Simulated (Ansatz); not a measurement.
Reaction (formal exchange of groups at the Si–S bond): `F[SiH](F)S[SiH3]` + `ClB[SeH]` → `[SiH3]B(Cl)[SeH]` + `F[SiH](F)S`

Program: Ansatz. Geometries: PBE0-D4/def2-TZVP. ΔE: electronic, gas phase. CCSD(T)/CBS adds triple-zeta CCSD(T) − MP2 to the extrapolated MP2 energy (def2 sets, frozen cores). DFT in def2-TZVPP. For Se outer-core shells are correlated without core-valence functions, which leaves a few kJ/mol of doubt a bond. Scalar relativity is left out up to krypton. One conformer a species, not always the lowest.

CCSD(T)/CBS gives +72.4 kJ/mol.

Problem. Another level gave +77.7 kJ/mol. Which?
A. MP2/def2-TZVPP
B. PBE-D4/def2-TZVPP
C. CCSD(T)/def2-TZVPP
D. HF/def2-TZVPP

Solution. A. MP2/def2-TZVPP 77.7, CCSD(T)/def2-TZVPP 69.9, PBE-D4 64.3, HF/def2-TZVPP 83.3 kJ/mol.

Largest T1 diagnostic among the species: 0.013.

From PBE to PBE0 (25 % exact exchange), in def2-TZVPP and without D4, ΔE moves by +5.1 kJ/mol. In def2-TZVPP, CCSD(T) changes the Hartree–Fock value by −13.4 kJ/mol (the triples alone add −1.3 kJ/mol) and MP2 by −5.6 kJ/mol.
